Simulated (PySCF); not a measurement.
CH3F3O3Si, SMILES O[Si](O)(C(F)(F)F)O. Geometry: PBE0-D3(BJ)/def2-SVP. Other conformers were not sampled.

Computed equilibrium geometry at PBE0-D3(BJ)/def2-SVP (PySCF confirms it by a frequency run) as bond lengths and angles, and its point group (one conformer of several):
point group C3.
Atoms: O1 Si2 O3 O4 C5 F6 F7 F8 H9 H10 H11. Bond lengths (Å): O1–Si2 1.638, O1–H9 0.962, Si2–O3 1.638, Si2–O4 1.638, Si2–C5 1.922, O3–H10 0.962, O4–H11 0.962, C5–F6 1.345, C5–F7 1.345, C5–F8 1.345. Bond angles (°): Si2–O1–H9 118.3, O1–Si2–O3 110.6, O1–Si2–O4 110.6, O1–Si2–C5 108.4, O3–Si2–O4 110.6, O3–Si2–C5 108.4, O4–Si2–C5 108.4, Si2–O3–H10 118.3, Si2–O4–H11 118.3, Si2–C5–F6 111.9, Si2–C5–F7 111.9, Si2–C5–F8 111.9, F6–C5–F7 106.9, F6–C5–F8 106.9, F7–C5–F8 106.9.
Charge 0, spin multiplicity 1.
